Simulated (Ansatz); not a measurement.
InCl2(SiH3) (InSiH3Cl2), relaxed as a singlet with RKS PBE0-D4/def2-SVP in Ansatz, starting from the GFN2-xTB geometry. Force threshold 0.02 eV/Å.

In the def2 sets In takes a core potential; there is no spin–orbit coupling.

Start:

```
atom    x (Å)    y (Å)    z (Å)
 In1   0.6630  -0.8923  -0.6686
 Cl2   0.2912  -3.1977  -0.6056
 Cl3   2.4374  -0.4868  -2.1326
 Si4  -0.6716   0.9069   0.6758
  H5   0.2234   2.0411   0.9369
  H6  -1.1223   0.2983   1.9326
  H7  -1.8210   1.3305  -0.1384
```

**Question.** Estimate the energy that the relaxation releases and the steps that it takes.

**Answer.** 3.1 kJ/mol, in 5 steps; 9.5 s on 4 threads of Arm Neoverse V1 on a shared host. No frequencies were taken in this run, so the end may be a saddle point.

**Question.** Does the start keep its bonding?

**Answer.** By distances, no bond broke or formed. The bond that changes most is In1–Si4, from 2.61 to 2.56 Å (atoms count from 1).

**Question.** Predict the relaxed structure.

**Answer.** 
```xyz
7

In    0.662   -0.887   -0.655
Cl    0.237   -3.198   -0.574
Cl    2.429   -0.421   -2.132
Si   -0.643    0.879    0.663
H     0.243    2.048    0.931
H    -1.123    0.281    1.942
H    -1.805    1.297   -0.175
```
Bond lengths: 2 × Cl–In 2.35 Å; 1 × In–Si 2.56 Å; 3 × H–Si 1.49 Å.
